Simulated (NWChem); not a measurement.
System: MgH$_{2}$Se; SMILES [SeH][MgH]

Input file for NWChem:

```
start job
memory heap 200 mb stack 900 mb global 1100 mb
geometry units angstroms noautoz
  Mg     0.126250    -1.620820    -0.001854
  H      0.182336    -3.313397    -0.004371
  Se     0.076422     0.821247     0.001423
  H     -1.397046     0.787718    -0.001723
end
basis spherical
  * library def2-svp
end
dft
  xc pbe0
  iterations 150
  vectors input atomic output neutral.movecs
end
task dft energy
charge 1
dft
  odft
  mult 2
  vectors input atomic output cation.movecs
end
task dft energy
```

Output (shortened):

```
             Northwest Computational Chemistry Package (NWChem) 7.3.0
             --------------------------------------------------------

 CS  symmetry detected

                             Geometry "geometry" -> ""
                             -------------------------

 Output coordinates in angstroms (scale by  1.889725989 to convert to a.u.)

  No.       Tag          Charge          X              Y              Z
 ---- ---------------- ---------- -------------- -------------- --------------
    1 Mg                  12.0000     0.01636211    -1.74588079     0.00000000
    2 H                    1.0000     0.02443018    -3.43936941     0.00000000
    3 Se                  34.0000     0.03580155     0.69661934     0.00000000
    4 H                    1.0000    -1.43802808     0.70488137     0.00000000

 Effective nuclear repulsion energy (a.u.)     111.0479347764

      Symmetry information
      --------------------

 Group name             Cs
 Group number              2
 Group order               2
 No. of unique centers     4

                                 NWChem DFT Module
                                 -----------------

 Summary of "ao basis" -> "ao basis" (spherical)
 ------------------------------------------------------------------------------
       Tag                 Description            Shells   Functions and Types
 ---------------- ------------------------------  ------  ---------------------
 Mg                         def2-svp                 8       18   4s3p1d
 H                          def2-svp                 3        5   2s1p
 Se                         def2-svp                12       32   5s4p3d

      Symmetry analysis of basis
      --------------------------

        a'         43
        a"         17

            General Information
            -------------------
          SCF calculation type: DFT
          Wavefunction type:  closed shell.
          No. of atoms     :     4
          No. of electrons :    48
           Alpha electrons :    24
            Beta electrons :    24
          Charge           :     0
          Spin multiplicity:     1
          Use of symmetry is: on ; symmetry adaption is: on
          Maximum number of iterations: 150
          AO basis - number of functions:    60
                     number of shells:    26
          Convergence on energy requested:  1.00D-06
          Convergence on density requested:  1.00D-05
          Convergence on gradient requested:  5.00D-04

              XC Information
              --------------
                         PBE0 Method XC Functional
                     Hartree-Fock (Exact) Exchange  0.250
          PerdewBurkeErnzerhof Exchange Functional  0.750
            Perdew 1991 LDA Correlation Functional  1.000 local
           PerdewBurkeErnz. Correlation Functional  1.000 non-local

             Grid Information
             ----------------
          Grid used for XC integration:  medium
          Radial quadrature: Mura-Knowles
          Angular quadrature: Lebedev.
          Tag              B.-S. Rad. Rad. Pts. Rad. Cut. Ang. Pts.
          ---              ---------- --------- --------- ---------
          Mg                  1.50       88           9.0       590
          H                   0.35       45          11.0       434
          Se                  1.15      112          11.0       590
          Grid pruning is: on
          Number of quadrature shells:   290
          Spatial weights used:  Erf1

      Superposition of Atomic Density Guess
      -------------------------------------

 Sum of atomic energies:       -2600.04515396

      Non-variational initial energy
      ------------------------------

 Total energy =   -2600.251427
 1-e energy   =   -3844.561166
 2-e energy   =    1133.261805
 HOMO         =      -0.298876
 LUMO         =      -0.015663

      Symmetry analysis of molecular orbitals - initial
      -------------------------------------------------

  Numbering of irreducible representations:

     1 a'          2 a"

  Orbital symmetries:

     1 a'          2 a'          3 a'          4 a'          5 a"
     6 a'          7 a'          8 a'          9 a'         10 a"
    11 a'         12 a'         13 a'         14 a"         15 a"
    16 a'         17 a'         18 a'         19 a"         20 a'
    21 a'         22 a'         23 a'         24 a"         25 a'
    26 a'         27 a"         28 a'         29 a'         30 a'
    31 a"         32 a'         33 a"         34 a'

   convergence    iter        energy       DeltaE   RMS-Dens  Diis-err
 ---------------- ----- ----------------- --------- --------- ---------
 d= 0,ls=0.0,diis     1  -2602.0719697703 -2.71D+03  1.28D-02  1.92D-01
 d= 0,ls=0.0,diis     2  -2602.0819581279 -9.99D-03  6.89D-03  1.47D-01
 d= 0,ls=0.0,diis     3  -2602.0995578474 -1.76D-02  1.27D-03  5.44D-03
 d= 0,ls=0.0,diis     4  -2602.1001793236 -6.21D-04  2.15D-04  1.92D-04
 d= 0,ls=0.0,diis     5  -2602.1002045010 -2.52D-05  6.22D-05  9.57D-06
  Resetting Diis
 d= 0,ls=0.0,diis     6  -2602.1002064394 -1.94D-06  1.42D-05  3.39D-07
 d= 0,ls=0.0,diis     7  -2602.1002065103 -7.09D-08  4.74D-06  1.85D-08

         Total DFT energy =    -2602.100206510282
      One electron energy =    -3846.247904221478
           Coulomb energy =     1237.103966279837
    Exchange-Corr. energy =     -104.004203345036
 Nuclear repulsion energy =      111.047934776394

 Numeric. integr. density =       48.000000398537

                  Occupations of the irreducible representations
                  ----------------------------------------------

                     irrep           alpha         beta
                     --------     --------     --------
                     a'               18.0         18.0
                     a"                6.0          6.0

                       DFT Final Molecular Orbital Analysis
                       ------------------------------------

 Vector   22  Occ=2.000000D+00  E=-3.165356D-01  Symmetry=a'
              MO Center=  2.3D-03, -1.7D+00,  3.5D-15, r^2= 4.5D+00
   Bfn.  Coefficient  Atom+Function         Bfn.  Coefficient  Atom+Function
  ----- ------------  ---------------      ----- ------------  ---------------
     3      0.545590  1 Mg s                 19      0.302990  2 H  s
     2      0.262553  1 Mg s                 36     -0.239977  3 Se py
    39     -0.223470  3 Se py                28     -0.165118  3 Se s
    33      0.157851  3 Se py                27     -0.156675  3 Se s
    18     -0.099387  1 Mg d  2              26      0.098995  3 Se s

 Vector   23  Occ=2.000000D+00  E=-2.759863D-01  Symmetry=a'
              MO Center=  1.1D-02, -9.3D-01, -8.9D-16, r^2= 5.2D+00
   Bfn.  Coefficient  Atom+Function         Bfn.  Coefficient  Atom+Function
  ----- ------------  ---------------      ----- ------------  ---------------
    39      0.428309  3 Se py                36      0.368901  3 Se py
    19      0.278646  2 H  s                 33     -0.238628  3 Se py
    20      0.200649  2 H  s                  9     -0.197647  1 Mg py
     6     -0.148124  1 Mg py                27      0.105374  3 Se s
    12     -0.099347  1 Mg py                30      0.077570  3 Se py

 Vector   24  Occ=2.000000D+00  E=-2.452970D-01  Symmetry=a"
              MO Center=  7.6D-03,  5.4D-01, -4.5D-15, r^2= 2.0D+00
   Bfn.  Coefficient  Atom+Function         Bfn.  Coefficient  Atom+Function
  ----- ------------  ---------------      ----- ------------  ---------------
    40      0.577446  3 Se pz                37      0.478879  3 Se pz
    34     -0.308485  3 Se pz                13      0.106824  1 Mg pz
    31      0.100180  3 Se pz                15      0.064723  1 Mg d -1
    10      0.063669  1 Mg pz                 7      0.045430  1 Mg pz

 Vector   25  Occ=0.000000D+00  E=-2.959385D-02  Symmetry=a'
              MO Center= -3.5D-01, -1.3D+00,  1.4D-13, r^2= 6.2D+00
   Bfn.  Coefficient  Atom+Function         Bfn.  Coefficient  Atom+Function
  ----- ------------  ---------------      ----- ------------  ---------------
     4      0.872937  1 Mg s                 28     -0.489241  3 Se s
    39      0.416042  3 Se py                 3      0.400892  1 Mg s
    20     -0.364432  2 H  s                 12      0.328655  1 Mg py
    27     -0.206070  3 Se s                 19     -0.201814  2 H  s
     2      0.187933  1 Mg s                 36      0.179060  3 Se py

 Vector   26  Occ=0.000000D+00  E=-2.572279D-02  Symmetry=a'
              MO Center=  3.0D-01, -1.7D+00, -1.3D-13, r^2= 5.4D+00
   Bfn.  Coefficient  Atom+Function         Bfn.  Coefficient  Atom+Function
  ----- ------------  ---------------      ----- ------------  ---------------
    11      0.838916  1 Mg px                57      0.301429  4 H  s
     8      0.258063  1 Mg px                28     -0.238469  3 Se s
     5      0.165317  1 Mg px                56      0.133743  4 H  s
     4      0.126452  1 Mg s                 27     -0.084819  3 Se s
    26      0.064756  3 Se s                 51     -0.054469  3 Se d -2

 Vector   27  Occ=0.000000D+00  E=-1.458485D-02  Symmetry=a"
              MO Center=  5.6D-03, -1.8D+00,  8.7D-14, r^2= 5.6D+00
   Bfn.  Coefficient  Atom+Function         Bfn.  Coefficient  Atom+Function
  ----- ------------  ---------------      ----- ------------  ---------------
    13      0.851583  1 Mg pz                40     -0.285779  3 Se pz
    10      0.255150  1 Mg pz                 7      0.161471  1 Mg pz
    37     -0.145399  3 Se pz                34      0.094014  3 Se pz
    15     -0.046649  1 Mg d -1              52     -0.043158  3 Se d -1
    31     -0.030401  3 Se pz

     Multipole analysis of the density
     ---------------------------------

     L   x y z        total         alpha         beta         nuclear
     -   - - -        -----         -----         ----         -------
     0   0 0 0     -0.000000    -24.000000    -24.000000     48.000000

     1   1 0 0     -0.200687     -0.100344     -0.100344      0.000000
     1   0 1 0     -0.357434     -0.178717     -0.178717      0.000000
     1   0 0 1     -0.000000     -0.000000     -0.000000      0.000000

     2   2 0 0    -19.774607    -13.664264    -13.664264      7.553921
     2   1 1 0     -0.574386      0.770731      0.770731     -2.115847
     2   1 0 1     -0.000000     -0.000000     -0.000000      0.000000
     2   0 2 0    -29.487152   -131.522353   -131.522353    233.557555
     2   0 1 1     -0.000000     -0.000000     -0.000000      0.000000
     2   0 0 2    -23.079142    -11.539571    -11.539571      0.000000

                                 NWChem DFT Module
                                 -----------------

      Symmetry analysis of basis
      --------------------------

        a'         43
        a"         17

            General Information
            -------------------
          SCF calculation type: DFT
          Wavefunction type:  spin polarized.
          No. of atoms     :     4
          No. of electrons :    47
           Alpha electrons :    24
            Beta electrons :    23
          Charge           :     1
          Spin multiplicity:     2
          Use of symmetry is: on ; symmetry adaption is: on
          Maximum number of iterations: 150
          AO basis - number of functions:    60
                     number of shells:    26
          Convergence on energy requested:  1.00D-06
          Convergence on density requested:  1.00D-05
          Convergence on gradient requested:  5.00D-04

              XC Information
              --------------
                         PBE0 Method XC Functional
                     Hartree-Fock (Exact) Exchange  0.250
          PerdewBurkeErnzerhof Exchange Functional  0.750
            Perdew 1991 LDA Correlation Functional  1.000 local
           PerdewBurkeErnz. Correlation Functional  1.000 non-local

             Grid Information
             ----------------
          Grid used for XC integration:  medium
          Radial quadrature: Mura-Knowles
          Angular quadrature: Lebedev.
          Tag              B.-S. Rad. Rad. Pts. Rad. Cut. Ang. Pts.
          ---              ---------- --------- --------- ---------
          Mg                  1.50       88           9.0       590
          H                   0.35       45          11.0       434
          Se                  1.15      112          11.0       590
          Grid pruning is: on
          Number of quadrature shells:   290
          Spatial weights used:  Erf1

      Superposition of Atomic Density Guess
      -------------------------------------

 Sum of atomic energies:       -2600.04515396

 Renormalizing density from      48.00 to     47

      Non-variational initial energy
      ------------------------------

 Total energy =   -2566.883777
 1-e energy   =   -3764.466142
 2-e energy   =    1086.534430
 HOMO         =      -0.579668
 LUMO         =      -0.263777

   Symmetry analysis of molecular orbitals - initial alpha
   -------------------------------------------------------

  Numbering of irreducible representations:

     1 a'          2 a"

  Orbital symmetries:

     1 a'          2 a'          3 a'          4 a'          5 a"
     6 a'          7 a'          8 a'          9 a'         10 a"
    11 a'         12 a'         13 a'         14 a"         15 a"
    16 a'         17 a'         18 a'         19 a"         20 a'
    21 a'         22 a'         23 a"         24 a'         25 a'
    26 a'         27 a'         28 a"         29 a'         30 a'
    31 a'         32 a"         33 a"         34 a'

   Symmetry analysis of molecular orbitals - initial beta
   ------------------------------------------------------

  Numbering of irreducible representations:

     1 a'          2 a"

  Orbital symmetries:

     1 a'          2 a'          3 a'          4 a'          5 a"
     6 a'          7 a'          8 a'          9 a'         10 a"
    11 a'         12 a'         13 a'         14 a"         15 a"
    16 a'         17 a'         18 a'         19 a"         20 a'
    21 a'         22 a'         23 a"         24 a'         25 a'
    26 a'         27 a'         28 a"         29 a'         30 a'
    31 a'         32 a"         33 a"         34 a'

[...]
```

Level: PBE0/def2-SVP, vertical spin-unrestricted ions. All runs use the structure optimised with PBE0/def2-SVP.
